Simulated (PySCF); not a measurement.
Al(Me)2(Cl) anion (C₂H₆AlCl), SMILES [Al]([CH3])([Cl])[CH3] (connectivity only; charge and spin as stated), charge -1, multiplicity 2. Atoms are numbered in the order given.

```xyz
10

Al     0.4522    -0.5523     0.0000
C      1.2650     0.2362     1.6656
H      2.3461     0.0180     1.7374
H      0.7914    -0.1284     2.5924
H      1.1503     1.3378     1.6504
C      1.2650     0.2362    -1.6656
H      1.1503     1.3378    -1.6504
H      0.7914    -0.1284    -2.5924
H      2.3461     0.0180    -1.7374
Cl    -1.7432     0.1113     0.0000
```
Charge -1, spin multiplicity 2.

Geometry optimised at B3LYP-D3(BJ)/def2-SVPD. The multiplicity is an assumed one; no other spin state was optimised. The isomer is the one that the SMILES or the coordinates give; other isomers of the formula were not compared.

All values below come from PySCF with PBE/pcH-1.

Unrestricted Kohn–Sham, ⟨S²⟩ = 0.751. Hyperfine tensors hold the contact and dipolar terms, without spin-orbit corrections.

Computed hyperfine couplings:
```json
[
 {"nucleus": "27Al no. 1", "A(iso) (MHz)": "514.0", "A(iso) (G)": "183.4", "dipolar principal values (MHz)": "-46.4, -46.2, 92.6"},
 {"nucleus": "13C no. 2", "A(iso) (MHz)": "68.7", "A(iso) (G)": "24.5", "dipolar principal values (MHz)": "-4.2, -3.7, 7.9"},
 {"nucleus": "1H no. 3", "A(iso) (MHz)": "-2.9", "A(iso) (G)": "-1.0", "dipolar principal values (MHz)": "-3.7, -1.9, 5.6"},
 {"nucleus": "1H no. 4", "A(iso) (MHz)": "-0.8", "A(iso) (G)": "-0.3", "dipolar principal values (MHz)": "-3.8, -2.0, 5.8"},
 {"nucleus": "1H no. 5", "A(iso) (MHz)": "26.7", "A(iso) (G)": "9.5", "dipolar principal values (MHz)": "-3.1, -0.9, 4.0"},
 {"nucleus": "13C no. 6", "A(iso) (MHz)": "68.7", "A(iso) (G)": "24.5", "dipolar principal values (MHz)": "-4.2, -3.7, 7.9"},
 {"nucleus": "1H no. 7", "A(iso) (MHz)": "26.7", "A(iso) (G)": "9.5", "dipolar principal values (MHz)": "-3.1, -0.9, 4.0"},
 {"nucleus": "1H no. 8", "A(iso) (MHz)": "-0.8", "A(iso) (G)": "-0.3", "dipolar principal values (MHz)": "-3.8, -2.0, 5.8"},
 {"nucleus": "1H no. 9", "A(iso) (MHz)": "-2.9", "A(iso) (G)": "-1.0", "dipolar principal values (MHz)": "-3.7, -1.9, 5.6"},
 {"nucleus": "35Cl no. 10", "A(iso) (MHz)": "20.6", "A(iso) (G)": "7.4", "dipolar principal values (MHz)": "-8.8, -8.7, 17.5"}
]
```
